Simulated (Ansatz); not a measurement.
C2H9GeP, SMILES `[CH3][GeH]([CH3])[PH2]`. Total charge 0; spin multiplicity 1.

Cartesian coordinates in Å:
```
C -0.464 0.777 -1.651
Ge 0.353 0.469 0.100
C -0.978 -0.194 1.370
P 2.129 -1.009 -0.188
H 0.274 1.159 -2.357
H -0.874 -0.155 -2.045
H -1.275 1.503 -1.565
H 0.960 1.789 0.627
H -1.788 0.530 1.482
H -1.398 -1.136 1.015
H -0.523 -0.362 2.347
H 2.302 -1.232 1.205
H 1.281 -2.140 -0.340
```

Q: What are the harmonic wavenumbers in cm⁻¹ at PBE0-D4/def2-TZVP (Ansatz, finite differences of forces, unscaled)? (Best estimate.)

A: Computed: 112, 133, 137, 140, 158, 175, 359, 565, 592, 598, 619, 647, 753, 776, 841, 853, 859, 1092, 1257, 1265, 1450, 1451, 1457, 1461, 2113, 2396, 2408, 3057, 3060, 3146, 3147, 3155, 3155.

Q: Is this a minimum?

A: Yes, all 33 modes are real.

Q: Give the ideal-gas thermochemistry at 298.15 K and 1 bar (rigid rotor, harmonic oscillator; point group C1, symmetry number 1).

A: Zero-point energy 259.5 kJ/mol; H(298) − E = 284.0 kJ/mol; entropy 372.5 J/(mol·K), of which translation 170.2, rotation 113.4, vibration 88.9; G(298) − E = 172.9 kJ/mol.
